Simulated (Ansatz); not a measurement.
`C=[C]1[Al]([CH3])[SiH]1F`. Total charge 0; spin multiplicity 1.

```xyz
12

C     1.320    1.055    1.080
C     1.096    0.643   -0.175
Al   -0.409   -0.590   -0.449
C    -1.437   -1.878    0.585
Si    0.351    1.198   -1.754
F    -0.086    2.713   -2.076
H     1.534    0.357    1.889
H     1.322    2.107    1.368
H    -0.791   -2.494    1.216
H    -2.015   -2.538   -0.066
H    -2.144   -1.355    1.236
H     1.259    0.782   -2.855
```

(1) What are the harmonic wavenumbers in cm⁻¹ at PBE0-D4/def2-TZVP (Ansatz, finite differences of forces, unscaled)? (An estimate is asked.)

(2) Is this a minimum?

(3) Give the ideal-gas thermochemistry at 298.15 K and 1 bar (rigid rotor, harmonic oscillator; point group C1, symmetry number 1).

(4) Rotational constants (cm⁻¹)?

Results:

(1) Ansatz gave: 43, 76, 99, 136, 170, 200, 348, 381, 487, 560, 608, 655, 678, 697, 751, 808, 891, 986, 1077, 1211, 1434, 1439, 1447, 1622, 2213, 3045, 3084, 3128, 3140, 3153.

(2) Yes, all 30 modes are real.

(3) Zero-point energy 206.8 kJ/mol; H(298) − E = 232.9 kJ/mol; entropy 394.4 J/(mol·K), of which translation 168.2, rotation 118.7, vibration 107.6; G(298) − E = 115.3 kJ/mol. Modes under 100 cm⁻¹ are hindered rotations or soft bends, so the harmonic entropy is rough.

(4) 0.1264, 0.04687, 0.03749.
